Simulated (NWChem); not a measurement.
# Correlation energy of vinylidene fluoride (C2H2F2)

```
C
F 1 1.3104
F 1 1.3104 2 109.99
C 1 1.3238 2 125.00 3 180.00
H 4 1.0882 1 119.64 2 180.00
H 4 1.0882 5 120.71 1 180.00
```
Charge 0, spin multiplicity 1.

The numbers come from NWChem runs, not from measurements. Structure: optimised with PBE0/def2-SVP, a minimum by its harmonic frequencies.

Basis set: 3-21G. Each correlation energy counts from its own Hartree-Fock reference.

| method | correlation energy (mHa) | difference from CCSD(T) |
|---|---|---|
| MP2 | -409.7 | +27.4 |
| SCS-MP2 | -402.6 | +34.5 |
| CR-CCSD[T] | -435.9 | +1.2 |
| CR-CCSD(T) | -435.0 | +2.1 |
| CCSD | -426.8 | +10.2 |
| CCSD+T(CCSD) | -438.2 | -1.1 |
| CCSD(T) | -437.1 | 0.0 |

The values span 35.6 mHa, from CCSD+T(CCSD) (lowest) to SCS-MP2 (highest). 

The correlated methods keep 4 core orbitals frozen. Coupled-cluster values serve here as a point of comparison, not as the truth.
